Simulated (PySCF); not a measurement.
**Finite-field polarisability of Sn⁻ (tin, charge -1)**

[Kr] 4d10 5s2 5p3, high-spin 4S determinant. All numbers are calculated (PySCF 2.14, scalar relativity by spin-free X2C-1e, in aug-cc-pVTZ-DK3). Frozen: [Kr] 4d10. Energy changes in a uniform field (μhartree):

| axis | F (au) | HF | MP2 | CCSD | CCSD(T) |
| --- | --- | --- | --- | --- | --- |
| x | 0.0011 | -95.720 | -94.950 | -96.471 | -97.202 |
| x | 0.0022 | -383.606 | -380.374 | -386.516 | -389.429 |

Task: Derive α along x at CCSD(T) from the two fields.

Result: With ΔE = −αF²/2 − γF⁴/24, α = −(16 ΔE(F) − ΔE(2F))/(6F²) = 160.6 bohr³.

Task: And the mean polarisability at each level?

Result: HF 158.1, MP2 156.9, CCSD 159.4, CCSD(T) 160.6 bohr³.

The polarisability of an anion needs two sets of diffuse s and p functions; this basis lacks them, so these values show the method and not the converged property.
